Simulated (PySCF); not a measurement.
**Basis and Hamiltonian dependence of the excitation energy of Al²⁺**

Al²⁺ [Ne] 3s1 (2S) → Al²⁺ [Ne] 3p1 (2P). All values are computed (PySCF 2.14, energy differences of UHF-based or UKS calculations, no spin-orbit coupling). Values in eV.

| basis | Hamiltonian | functions | UHF | r2SCAN | PBE0 | CCSD(T) (valence and next inner shell) |
| --- | --- | --- | --- | --- | --- | --- |
| aug-cc-pVDZ-DK | spin-free X2C | 27 | 6.584 | 6.163 | 6.278 | n/a |
| aug-cc-pwCVDZ | non-relativistic | 36 | 6.537 | 6.122 | 6.229 | 6.666 |
| x2c-TZVPPall | spin-free X2C | 42 | 6.587 | 6.173 | 6.294 | 6.694 |
| def2-TZVPPD | non-relativistic | 48 | 6.542 | 6.121 | 6.241 | 6.646 |
| dyall-av2z | non-relativistic | 50 | 6.564 | n/a | n/a | n/a |
| x2c-TZVPPall with one added diffuse shell each of s, p, d type | spin-free X2C | 51 | 6.582 | 6.171 | 6.293 | 6.690 |
| aug-cc-pV(T+d)Z | non-relativistic | 55 | 6.555 | 6.153 | 6.275 | n/a |
| x2c-QZVPPall | spin-free X2C | 70 | 6.564 | 6.166 | 6.288 | 6.696 |
| aug-cc-pV(T+d)Z with one added diffuse shell each of s, p, d, f type | non-relativistic | 71 | 6.555 | 6.153 | 6.275 | n/a |
| def2-QZVPPD | non-relativistic | 76 | 6.520 | 6.121 | 6.242 | 6.650 |
| dyall-av3z | spin-free X2C | 84 | 6.569 | 6.167 | 6.293 | n/a |
| dyall-av3z | non-relativistic | 84 | 6.525 | 6.122 | 6.247 | n/a |
| dyall-acv3z | spin-free X2C | 113 | 6.566 | 6.163 | 6.291 | n/a |
| dyall-acv3z | non-relativistic | 113 | 6.522 | 6.118 | 6.244 | n/a |

Frozen in the all-electron rows: valence: [Ne]; valence and next inner shell: 1s2.
